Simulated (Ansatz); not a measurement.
**A correction line for BHLYP-D4/def2-TZVPP: atomisation energy**

The atomisation energy (no zero-point term) in kJ/mol of 7 B-containing radicals: x at BHLYP-D4/def2-TZVPP, y at CCSD(T)/CBS estimate. Shapes, held fixed at every level: PBE0-D4/def2-TZVP. Flexible molecules stand in one conformer, not always the lowest. Programs: Ansatz 0.2.0.

```
                  molecule  x (kJ/mol)  y (kJ/mol)
              B(CH3)(SiH3)        2872        2882
     C2H6B (SMILES [BH]CC)        3193        3219
              BH(CH2)(CH3)        3296           ?
            B(SiH2)(SiH3)2        3456        3460
           B(CH2)(CH3)(SH)        3649        3693
          B(CH2)(CH3)(NH2)        4154        4206
C3H8BO (SMILES [BH]OC(C)C)        4932        5034
```

Task: Fit y = c + s·x to the known rows and predict y for BH(CH2)(CH3).

Result: 
1. Means of the 6 rows: x = 3709.33, y = 3749.0.
2. Σ(Δx)² = 2728187, Σ(Δx·Δy) = 2850556, so the slope is 2850556/2728187 = 1.0449.
3. Intercept: 3749.0 − (1.0449) × 3709.33 = -126.9. The largest residual of the fit is 24.
4. BH(CH2)(CH3): -126.9 + 1.0449 × 3296 = 3317 kJ/mol.

CCSD(T)/CBS estimate gives 3313 kJ/mol, so the prediction is off by +4 kJ/mol, within the largest residual. The largest residual belongs to B(SiH2)(SiH3)2, which stands apart and tilts the line. Uncorrected, BHLYP-D4/def2-TZVPP misses BH(CH2)(CH3) by -17 kJ/mol, and the other rows by 40 on average. The line removes about 75 % of this miss, partly by chance. Left out in turn, the other rows are missed by 17 kJ/mol on average, so much of the error is systematic among these molecules. Open shells run unrestricted. The CBS estimate extrapolates MP2 from def2-TZVPP and def2-QZVPP and adds CCSD(T) − MP2 in the triple-zeta set, cores frozen.
